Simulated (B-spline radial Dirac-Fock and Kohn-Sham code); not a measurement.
## Electron momentum distribution of Mg⁶⁺: Compton profiles

System: Mg⁶⁺, 1s2 2s2 2p2.

Calculated with a radial finite-basis atomic code, using the impulse approximation on configuration-average Dirac-Fock orbitals. pz is in atomic units of momentum; subshell profiles are per electron, for a selection of subshells; open shells are spread over both j values by their weights.

```
  pz    J total   J 1s1/2   J 2s1/2   J 2p3/2
   0      1.024    0.0737     0.288     0.150
0.14      1.020    0.0736     0.287     0.150
 0.2      1.016    0.0736     0.285     0.150
0.29      1.008    0.0735     0.281     0.150
0.41     0.9921    0.0734     0.273     0.150
0.58     0.9619    0.0731     0.259     0.149
0.82     0.9055    0.0725     0.232     0.148
 1.2     0.7938    0.0713     0.182     0.144
 1.7     0.6332    0.0690     0.117     0.131
 2.4     0.4373    0.0647    0.0515     0.103
 3.3     0.2739    0.0579    0.0150    0.0640
 4.7     0.1545    0.0461   0.00572    0.0254
 6.7    0.08396    0.0305   0.00515   0.00627
 9.6    0.03748    0.0152   0.00259  0.000982
  14    0.01152   0.00497  0.000690  9.74e-05
  19   0.003407   0.00151  0.000176  1.24e-05
  27  0.0006584  0.000298  2.99e-05  1.01e-06
  39  9.739e-05  4.46e-05  4.07e-06    < 1e-6
  55  1.476e-05  6.78e-06    < 1e-6    < 1e-6
```

J(0) = 1.024. The 2s1/2 subshell gives the largest part, 56 %.

Mean momentum ⟨p⟩ by subshell (a.u.): 1s1/2 9.88, 2s1/2 3.11, 2p1/2 4.20, 2p3/2 4.19.
